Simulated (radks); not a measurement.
Results of a calculation; reference values are marked as such.
Q: These are the eigenvalues of the occupied orbitals of an atom or ion with whole-number occupations (hartree). Code: a radial shooting solver on a logarithmic mesh with Libxc functionals. Model: Dirac Kohn-Sham, PBE, spin-unpolarised, spherical densities, finite nucleus; Fermi nuclear charge, rms radius of each element as measured or else 0.836 A^(1/3) + 0.57 fm.

orbital  eigenvalue
1s1/2     -433.6212
2s1/2     -79.92905
2p1/2     -74.65987
2p3/2     -73.45141
3s1/2     -30.04514

Which element is it, and in what charge state? The configuration may be excited. Open shells, if any, fill j = l - 1/2 first.

A: Z = 32, germanium, charge +20: Ge20+ in [Ne] 3s2. The list shows which subshells hold electrons but not how many an open one holds; the 1s level, -433.62 hartree, gives Z - s = 29.4 by -(Z - s)^2/2, which with screening and relativity narrows Z to a few neighbours, and the depths of the outer levels then fix element, charge and occupations together.
